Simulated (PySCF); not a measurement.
**Relaxation of triplet BrRuN**

Computed with UPBE0/[Ru def2-SVP with ECP28, N def2-SVP, Br def2-SVP], scalar-relativistic core potentials, density fitting, no spin–orbit coupling, PySCF. A (50,194) grid was used.

A start displaced from a saddle point along its imaginary mode, of Cs symmetry, held to at least that symmetry:

```xyz
3
charge 0 multiplicity 3, angstrom
Ru   -0.0274    0.0005   -0.8692
N     0.1200   -0.0021   -2.4817
Br    0.0141   -0.0002    1.5627
```

Optimiser trace:
```tsv
step	E − E(last) (kJ/mol)	largest gradient (Eh/bohr)
0	28.90	0.00847
1	27.85	0.00596
2	9.17	0.00991
3	7.83	0.03138
4	4.74	0.02093
5	2.70	0.01851
6	1.37	0.01574
7	0.10	0.00524
8	0.00	0.00049
9	0.00	0.00030
```

It ends at Cs with Ru–Br 2.381 Å, Ru–N 1.591 Å; Br–Ru–N 128.8°. No frequency check is given, so it may be a saddle point. Other isomers or separated fragments may lie lower.

With open d or f shells other occupations or spin states may lie lower. At this level a singlet minimum of Cs symmetry lies 47 kJ/mol below this structure.

The relaxation took roughly 6 core-minutes on a shared host.
